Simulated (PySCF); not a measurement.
Structure elucidation problem

Molecular formula: C7H5FO. Simulated spectra:

1H NMR (300 MHz, computed): δ 10.84 (m, 1H), 8.43 (m, 1H), 7.81 (m, 1H), 7.47 (m, 1H), 7.35 (m, 1H).

13C{1H} NMR (computed): δ 192.4 (CH), 176.6 (C), 143.4 (CH), 136.8 (CH), 130.2 (C), 130.0 (CH), 122.1 (CH).

[PySCF 2.14.0 with density-fitted response routines: σ from GIAO-B97-2/pcSseg-2; geometry from PBE0-D3(BJ)/def2-TZVP; non-relativistic; no solvent; one computed conformer]

Referencing at the same level of theory: TMS for 1H and 13C.

Question: What is the structure?

Answer: 
- The formula gives 5 degrees of unsaturation (1 ring in the answer).
- 7 carbon signals for 7 carbons: no two carbons are equivalent.
- Carbon types of the structure: 2 × C, 5 × CH, which accounts for all hydrogens.
- δC 192.4: aldehyde carbonyl carbon; low-lying n→π* states of the double bond to the heteroatom give a large paramagnetic term (-253 ppm).
- δC 176.6: aromatic carbon bearing fluorine; an ipso carbon deshielded by its heteroatom.
- δC 143.4, 136.8, 130.0, 122.1: aromatic CH.
- δC 130.2: substituted aromatic carbon.
- δH 10.84: hydrogen on an aldehyde carbonyl carbon; the C=O anisotropy and electron withdrawal place aldehyde protons far downfield.
- δH 8.43, 7.81, 7.47, 7.35: hydrogen on an aromatic CH.

The compound is 2-formyl-1-fluorobenzene.

This is the structure that produced the data.

Splittings by 19F in the carbon and heteronuclear signals aren't shown, as no couplings were computed. Shifts are as computed. Against solution values, carbons near 30 ppm lie about +3 ppm off and those near 130 ppm about +7 ppm. Of 1309 compounds with measured shifts, 239 miss one by over three times the rms of a fit or turn the order of signals round; such compounds aren't used in these exercises. Multiplicities follow the n + 1 count of equivalent neighbours, as no J values were calculated; m marks all less simple cases, F and P coupling included.
